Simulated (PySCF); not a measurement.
Gas-phase reaction: GeO2 + 4 FO = GeF4 + 6 O

Energies from PySCF, thermal terms from the rigid-rotor harmonic-oscillator model, ideal gas at 1 bar. † marks an energy on the PBE0/def2-TZVP geometry and frequencies; other levels use their own. MP2 and CCSD(T) freeze the core. Open shells (unrestricted): FO (multiplicity 2, electronic degeneracy 4), O (multiplicity 3, electronic degeneracy 9); the rest are closed-shell singlets. Spin-orbit splitting is ignored; it lowers the true energy and changes the entropy of FO, O. B3LYP is the form with VWN-RPA correlation. Ge: all electrons, no relativistic terms. GeO2: computed as isolated molecules; such fragments, hydroxides, amides, oligomers or adducts are transient or little studied in the gas. MP2 isn't extrapolated to the basis-set limit; its ΔH°(298 K) is -250.8 kJ in def2-SVP and -136.3 kJ in def2-TZVPP. CCSD(T) isn't extrapolated to the basis-set limit; its ΔH°(298 K) is -258.2 kJ in def2-SVP and -167.1 kJ in def2-TZVPP. The harmonic model lacks anharmonicity and excited electronic states, which grow with temperature; levels with a mode under 35 cm⁻¹ are left out. Warning, large T1 diagnostic: GeO2 (CCSD(T)/def2-TZVPP†).

```csv
level,"ΔE electronic, kJ","ΔH°(298 K), kJ","ΔS°(298 K), J/K","ΔG°(1200 K), kJ"
B3LYP/def2-TZVP†,13,5,162,-216
CCSD(T)/def2-TZVPP†,-158,-167,162,-388
MP2/def2-SVP†,-242,-251,162,-472
MP2/def2-TZVPP†,-128,-136,162,-357
PBE0/def2-TZVP,-20,-29,162,-250
ωB97M-V/def2-TZVP†,-36,-44,162,-266
```
ΔH° is lowest at MP2/def2-SVP† and highest at B3LYP/def2-TZVP†. No reference value is set beside these.
